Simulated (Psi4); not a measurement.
C₂F₅ (SMILES F[C](F)C(F)(F)F), doublet, at a GFN2-xTB geometry. Base run: TPSS/6-31G (Psi4).

Input for Psi4:
```
memory 2 GB

molecule mol {
0 2
  F     1.332635   -1.345087   -0.099566
  C     0.893425   -0.103234   -0.222958
  F     1.694971    0.761642    0.376912
  C    -0.594255    0.119169   -0.075004
  F    -1.032315   -0.089740    1.181801
  F    -0.918852    1.369233   -0.395500
  F    -1.275887   -0.706672   -0.865007
}

set basis 6-31g
set reference uks

energy('tpss')
print_variables()
```

The base run was repeated with changes; each row names its change, and settings that it needs were set with it.

| change | ΔE vs base (mEh) | SCF cycles | grid points | basis functions |
|---|---|---|---|---|
| base | 0.000 | 10 | 149589 | 63 |
| guess = core | 0.000 | 16 | 149589 | 63 |
| scf_initial_accelerator = none | 0.000 | 10 | 149589 | 63 |
| scf_type = out_of_core | 0.105 | 10 | 149589 | 63 |
| level_shift = 0.3 | 0.000 | 10 | 149589 | 63 |
| level_shift = 1.0 | 0.000 | 11 | 149589 | 63 |
| scf_type = mem_df | 0.000 | 10 | 149589 | 63 |
| guess = gwh | 0.000 | 12 | 149589 | 63 |
| dft_nuclear_scheme = becke | -0.034 | 10 | 149315 | 63 |
| df_basis_scf = def2-universal-jkfit | 0.025 | 10 | 149589 | 63 |
| dft_spherical_points = 434 | 0.017 | 10 | 214811 | 63 |
| dft_radial_scheme = becke | 0.001 | 10 | 130870 | 63 |
| e_convergence = 1e-8 | 0.000 | 10 | 149589 | 63 |

Open shells are given as the SCF converged; they aren't shown to be the lowest states, and a large step between rows can be another state.
